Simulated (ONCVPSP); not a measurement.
## tin, ONCV: configuration errors across variants

```json
{"Element": "tin", "Generator": "ONCVPSP 4.0.1", "Type": "optimised norm-conserving Vanderbilt (ONCV)", "Functional": "PBE", "Relativity": "non-relativistic", "Frozen core": "[Kr] 4d10", "Valence charge": "4", "Reference configuration": "5s2 5p2", "Partial waves": "5s: rc 2.00 bohr, ncon 4, nbas 9, qcut 3 1/bohr, 3 projectors, debl 2.1 Ha; 5p: rc 2.85 bohr, ncon 4, nbas 9, qcut 3.1 1/bohr, 2 projectors, debl 2.6 Ha; d scattering state at 0.44 Ha: rc 2.95 bohr, ncon 4, nbas 8, qcut 2.8 1/bohr, 1 projector", "Local potential": "polynomial inside 1.55 bohr (lpopt 5, dvloc0 0 Ha)", "Core correction": "Teter function fitted to the true core (icmod 2), fcfact 0.4"}
```

All-electron excitation energies from the reference (eV): (1) 5s2 5p1 6.935; (2) 5s2 5p0 20.887; (3) 5s1 5p0 50.647; (4) 5s2 5p1.5 2.651.

2 further variants failed, have other tests or another functional or relativity, and are left out.

Errors AE − PS in meV (a dash: test not solved or not reliable):

| change | (1) | (2) | (3) | (4) | bound ghosts | GHOST(+) flags above zero |
| --- | --- | --- | --- | --- | --- | --- |
| base | -1.9 | -40 | -238 | 0.0 | none | s, p |
| p: nbas 7 | -1.4 | -34 | -222 | +0.1 | none | s, p |
| local potential polynomial inside 1.95 bohr (lpopt 5, dvloc0 0 Ha) | -1.9 | -40 | -238 | 0.0 | none | s |
| local potential polynomial inside 1.55 bohr (lpopt 5, dvloc0 7.5 Ha) | -2.0 | -40 | -238 | 0.0 | none | s |
| p: qcut 3.3 | -1.6 | -37 | -229 | +0.1 | none | s, p |
| s: rc 2.68 | -1.3 | -33 | -266 | +0.1 | none | s, p |

Problem. Give the same row for: all radii but the core radius scaled by about 1.25 (s 2.50, p 3.56, d 3.68 bohr); local potential polynomial inside 1.94 bohr (lpopt 5, dvloc0 0 Ha).

Solution. -5.6, -78, -348, -0.4; bound ghosts: none; GHOST(+) flags above zero: s, p.
